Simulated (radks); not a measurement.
Spherical quantum dot in the effective-mass picture: electrons in a parabolic well V = omega^2 r^2 / 2 with omega = 0.157, all in effective atomic units (hartree* = m*/eps^2 hartree, bohr* = eps/m* bohr), one dielectric constant everywhere. Method: non-relativistic Kohn-Sham, PBEsol, spin-polarised, spherical densities; computed with a radial shooting solver with Libxc functionals. Levels are named by radial order and angular momentum (1s, 1p, 1d, 2s, ...), and open shells are averaged over m. Results are scaled to m* = 0.279 and eps = 6, for which hartree* = 210.9 meV and bohr* = 1.138 nm.

N = 4, configuration 1s2 1p(up 2, down 0). This is the lowest configuration that the search found. Occupied levels:

level,occupation,eigenvalue (meV),<r> (nm)
1s up,1,200.35,4.413
1s down,1,206.17,4.213
1p up,2,218.52,5.288

Energy (meV): total 523.996, kinetic 87.429, external 207.23, Hartree 358.08, exchange-correlation -128.75.
